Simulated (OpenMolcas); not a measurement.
A calculation on Os V.

```
Program             : OpenMolcas 26.06
Method              : XMS-CASPT2, IPEA 0.25 Eh, imaginary shift 0.1 Eh (closed shells correlated: 5s 5p)
Basis               : ANO-RCC-VTZP [8s7p5d3f2g1h]
Scalar Hamiltonian  : DKH2, point nucleus
Active space        : 4 electrons in 10 orbitals (5d 6d)
State averaging     : 2S+1 = 5 even, 5 roots; 2S+1 = 3 even, 45 roots; 2S+1 = 1 even, 50 roots
Spin-orbit coupling : state interaction with AMFI integrals over the reference wave functions, term energies averaged over their components
```

(1) Which level of the active space comes out lowest?

(2) How high does 5d⁴ ³H₅ lie?

(3) How high does 5d⁴ ⁵D₄ [72 %] lie?

(4) How high does 5d⁴ ³F₂(1) [67 %] lie?

(5) The level at 21350 cm⁻¹ has J = 4. What is it made of, and what is its g factor?

Measured values: the list in Palmeri et al., Atoms 14, 22 (2026).

Results:

(1) 5d⁴ ⁵D₀, with 67 % of that term; it is also the measured ground level.

(2) 26560 cm⁻¹ above the lowest level; measured 25344 cm⁻¹ above the ground level, so the calculation is off by +5 %.

(3) 13170 cm⁻¹ above the lowest level; measured 12966 cm⁻¹ above the ground level, so the calculation is off by +2 %.

(4) 25800 cm⁻¹ above the lowest level.

(5) 57 % 5d⁴ ³H₄, 15 % 5d⁴ ³G, 13 % 5d⁴ ⁵D; g = 0.965, against 0.800 from Landé's formula for the pure leading term.

CASPT2 breaks the degeneracy within a term, and the mean is taken; among the terms shown or strongly mixed into the levels shown the widest spread is 330 cm-1 (5d⁴ ³H). Active for correlation alone: 6d; no level in the range computed is led by a configuration that fills it, so any true level of that kind is missing. Measured partners are found by configuration, term and J. A level has none where our copy of the source lacks it or the pairing is in doubt (some pairs that miss far off the trend of their configuration count as doubtful), and it then counts in no deviation. Levels of configurations outside the active space are missing.

A share in square brackets marks a mixed level and gives the weight of the term that names it. A number in round brackets counts repeated terms of one configuration in the order of the reference energies.
